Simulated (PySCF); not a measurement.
Computed with PBE-D3(BJ)/def2-TZVP // PBE-D3(BJ)/def2-SVP in PySCF 2.14.0. Isolated molecules, 0 K electronic values unless said otherwise. 

Reference species: [Cd(Cl)2] (neutral, multiplicity 1).

```json
{
  "HOMO–LUMO gap": "4.30 eV",
  "charge on the central atom (Mulliken)": "0.74 e",
  "HOMO": "-7.52 eV"
}
```

Changed species: [Cd(Br)2] (2 of 2 Cl replaced by Br; the reference has 0 of 2 Cl replaced by Br).

### Question
Give the shifts of the HOMO–LUMO gap, charge on the central atom (Mulliken) and HOMO.

### Answer
the HOMO–LUMO gap falls by 0.40 eV, to 3.90 eV; the charge on the central atom (Mulliken) drops by 0.08 e, to 0.66 e; the HOMO rises by 0.38 eV, to -7.14 eV.
